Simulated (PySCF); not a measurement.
Structure elucidation problem

The spectra below were simulated for a compound C$_{5}$H$_{8}$O$_{3}$Si.

1H NMR (600 MHz, computed): δ 7.32 (m, 1H), 7.14 (m, 1H), 6.52 (m, 1H), 5.03 (s, 2H), 3.90 (s, 3H).

13C{1H} NMR (computed): δ 150.9 (C), 146.5 (CH), 128.3 (CH), 113.0 (CH), 50.2 (CH3).

Theory: NMR shieldings at PBE0/pcSseg-1/GIAO, coordinates at the GFN2-xTB level, in PySCF 2.14 (one conformer, fast rotation and ring inversion assumed for equivalent nuclei, non-relativistic Hamiltonian, no solvent).

Chemical shifts δ = σref − σ; 1H (σ = 31.72 ppm), 13C (σ = 186.93 ppm) against TMS, all at this level.

Choose the structure that fits.
A. CO[SiH2]Oc1ccoc1
B. C[Si](O)(O)c1ccco1
C. CO[C@@H]([SiH3])C(=C=O)C=O

Answers

A. 

- The formula gives 3 degrees of unsaturation (1 ring in the answer).
- 5 carbon signals for 5 carbons: no two carbons are equivalent.
- Carbon types of the structure: 1 × C, 3 × CH, 1 × CH3, leaving 2 H on heteroatoms.
- δC 150.9: aromatic carbon bearing oxygen; σ withdrawal by the attached heteroatom moves it downfield of the ring CH carbons.
- δC 146.5, 128.3: aromatic CH next to the ring oxygen.
- δC 113.0: aromatic CH; resonance donation from the substituent shields this position.
- δC 50.2: methyl carbon bonded to O; pulled downfield by the heteroatom.
- δH 3.90: hydrogen on a methyl carbon bonded to O; its carbon carries O, which withdraws density.

The others: C[Si](O)(O)c1ccco1 would give 4 signals for carbon-bound and other non-exchanging H, not 5; CO[C@@H]([SiH3])C(=C=O)C=O would give 4 signals for carbon-bound and other non-exchanging H, not 5.

Shifts are as computed. Against solution values, carbons near 30 ppm lie about +3 ppm off and those near 130 ppm about +5 ppm. Of 1211 compounds with measured shifts, 218 miss one by over three times the rms of a fit or turn the order of signals round; such compounds aren't used in these exercises. Multiplicities follow the n + 1 count of equivalent neighbours, as no J values were calculated; m marks all less simple cases, F and P coupling included.
